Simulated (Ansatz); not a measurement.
Computed with Ansatz on PBE0-D4/def2-TZVP structures; ΔE is electronic, products minus reactants. CBS: MP2 limit from def2 TZ/QZ plus the TZ coupled-cluster correction, frozen cores. This one scheme is used for every species. DFT in def2-TZVPP. B3LYP here is the variant with VWN-RPA as its local correlation; programs differ in this. HSE06 is defined as in plane-wave codes. One conformer a species, not always the lowest.

Consider the cleavage of the Si–B bond: `FB[SiH2]S` + `C=N` → `C=N[SiH2]S` + `BF`.

`FB[SiH2]S`:

Z-matrix (Å, degrees):
```
Si
B 1 2.029
S 1 2.154 2 104.1
H 1 1.485 2 112.4 3 -111.9
H 1 1.488 2 114.9 3 122.0
F 2 1.323 1 119.8 3 -90.5
H 2 1.202 1 123.4 3 84.1
H 3 1.344 1 94.7 2 61.0
```

`C=N`:

Z-matrix (Å, degrees):
```
C
N 1 1.261
H 1 1.096 2 124.9
H 1 1.092 2 118.8 3 -180.0
H 2 1.021 1 111.0 3 -0.0
```

`C=N[SiH2]S`:

Cartesian coordinates in Å:
```
C 1.607 -0.638 -0.507
N 0.881 0.064 0.243
Si -0.845 -0.101 0.369
S -1.799 1.673 -0.317
H 1.229 -1.438 -1.164
H 2.690 -0.474 -0.540
H -1.141 -0.359 1.798
H -1.398 -1.184 -0.493
H -1.224 2.457 0.611
```

`BF`:

Cartesian coordinates in Å:
```
B 0.003 0.048 0.012
F -0.077 -1.224 -0.317
H -0.349 0.858 -0.797
H 0.422 0.318 1.101
```

CCSD(T)/CBS gives -68.7 kJ/mol.

Another level gave -64.3 kJ/mol. Which?
A. HSE06-D4/def2-TZVPP
B. B97M-V/def2-TZVPP
C. SCS-MP2/def2-TZVPP
D. B3LYP-D4/def2-TZVPP

B. B97M-V -64.3, B3LYP-D4 -69.1, HSE06-D4 -58.9, SCS-MP2/def2-TZVPP -78.1 kJ/mol.

What do rigid-rotor, harmonic-oscillator terms from PBE0-D4/def2-TZVP frequencies (298.15 K, 1 bar) make of the CCSD(T)/CBS value? (An estimate is asked.)

Ansatz gave: ΔZPE = -4.7 kJ/mol, ΔH = -74.0 kJ/mol, ΔS = -17 J/(mol·K), ΔG = -68.9 kJ/mol. Modes under 50 cm⁻¹ make the entropy rough.

Largest T1 diagnostic among the species: 0.014.

From BLYP to BHLYP (50 % exact exchange), in def2-TZVPP and without D4, ΔE moves by −12.7 kJ/mol. The D4 term adds −3.0 kJ/mol with B3LYP and −1.6 kJ/mol with PBE0; it sums over pairs of atoms, weighted by their polarisabilities, and B3LYP, whose exchange is more repulsive, gets the larger term.
